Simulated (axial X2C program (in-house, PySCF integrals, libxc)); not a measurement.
## Bond lengths and stretching modes, held linear, of SbCO

Calculated with an in-house all-electron X2C program for linear molecules (integrals from PySCF): two-component X2C with atomic mean-field Coulomb and Gaunt terms, Gaussian nuclei, basis Sb dyall-v3z, C dyall-v3z, O dyall-av3z with contracted cores. Spin-free rows use the one-electron spin-free X2C Hamiltonian.

Masses Sb 120.904, C 12.000, O 15.995 u. States: 2c Ω = 3/2 (beyond evenly filled blocks: ω = 3/2); spin-free M_S = 1/2, Λ = 1 (beyond evenly filled blocks: π+α, π+β, π-α).

PBE0, 2c: energies above the lowest point

```json
{"r(Sb–C) (Å)": "1.9851", "r(C–O) (Å)": "1.1193", "E (meV)": "68.55"}
{"r(Sb–C) (Å)": "1.9851", "r(C–O) (Å)": "1.1480", "E (meV)": "19.42"}
{"r(Sb–C) (Å)": "1.9851", "r(C–O) (Å)": "1.1767", "E (meV)": "57.53"}
{"r(Sb–C) (Å)": "2.0360", "r(C–O) (Å)": "1.1193", "E (meV)": "40.90"}
{"r(Sb–C) (Å)": "2.0360", "r(C–O) (Å)": "1.1480", "E (meV)": "0.00"}
{"r(Sb–C) (Å)": "2.0360", "r(C–O) (Å)": "1.1767", "E (meV)": "46.06"}
{"r(Sb–C) (Å)": "2.0360", "r(C–O) (Å)": "1.2054", "E (meV)": "162.90"}
{"r(Sb–C) (Å)": "2.0869", "r(C–O) (Å)": "1.1193", "E (meV)": "53.24"}
{"r(Sb–C) (Å)": "2.0869", "r(C–O) (Å)": "1.1480", "E (meV)": "20.14"}
{"r(Sb–C) (Å)": "2.0869", "r(C–O) (Å)": "1.1767", "E (meV)": "73.74"}
{"r(Sb–C) (Å)": "2.1378", "r(C–O) (Å)": "1.1480", "E (meV)": "69.61"}
{"r(Sb–C) (Å)": "2.1378", "r(C–O) (Å)": "1.2054", "E (meV)": "261.33"}
```

Problem. Fit a quadratic surface with cubic terms in each bond: where is the minimum, and what are the two stretching wavenumbers?

Solution. At PBE0, 2c: bonds 2.034 and 1.146 Å; harmonic stretches 426.5 and 2045.8 cm⁻¹; force constants 2.46, 17 and coupling 0.83 mdyn/Å.

The other levels and Hamiltonians give:

| Hamiltonian | level | r(Sb–C) (Å) | r(C–O) (Å) | lower stretch (cm⁻¹) | upper stretch (cm⁻¹) |
| --- | --- | --- | --- | --- | --- |
| 2c | r2SCAN | 2.026 | 1.155 | 442.1 | 1997.4 |
| spin-free | PBE0 | 2.028 | 1.147 | 435.1 | 2043.6 |
| spin-free | HF | 2.184 | 1.105 | 126.9 | 2307.8 |
| spin-free | r2SCAN | 2.022 | 1.156 | 448.3 | 1994.8 |

Each state is one determinant, the lowest of a limited PBE0 search; the stretches come from a fit to these few points and carry an uncertainty of a few per cent. Other orders of the atoms were not compared. Left out for rough or failed fits: HF 2c, MP2 2c, MP2 spin-free. The levels spread by more than a fifth, so the stretches depend strongly on the method. The molecule was held linear; bending was not examined, so a bent shape may lie lower. Note: functional without a current term on a determinant with orbital currents, of the molecule or an atom.
